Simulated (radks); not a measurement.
Results of a calculation; reference values are marked as such.
Ionisation of neutral cerium, [Xe] 4f1 5d1 6s2, to Ce+, [Xe] 4f1 5d2, under several functionals. Dirac Kohn-Sham, spin-unpolarised, spherical densities, finite nucleus; open shells fill j = l - 1/2 first; a radial shooting solver on a logarithmic mesh with Libxc functionals.

| functional | E(Ce) (hartree) | Exc (hartree) | IE (eV) | -e(HOMO) (eV) | <r> HOMO (bohr) | IE error (eV) |
|---|---|---|---|---|---|---|
| exchange-only PBE | -8861.6399 | -206.8657 | 5.869 | 2.385 | 3.002 | +0.330 |
| XLYP | -8866.1927 | -211.4772 | 6.196 | 2.975 | 2.931 | +0.658 |
| HCTH/407 | -8870.1096 | -215.6121 | 6.018 | 3.266 | 2.878 | +0.480 |
| SOGGA | -8860.9765 | -206.2066 | 6.004 | 3.085 | 2.919 | +0.465 |
| LDA (Slater exchange, Perdew-Zunger correlation) | -8858.2001 | -203.4026 | 6.385 | 3.271 | 2.914 | +0.846 |

NIST Atomic Spectra Database: 5.539 eV (measured). Closest: exchange-only PBE. The Delta-SCF values span 0.52 eV, the total energies 11.91 hartree. The highest occupied level is 5d3/2. Spin polarisation and multiplet splitting are left out, so open shells lie too high by an amount that depends on their filling.

Beside tabulated values, note that spin-unpolarised runs miss the spin-polarisation part of the exchange energy of open shells.
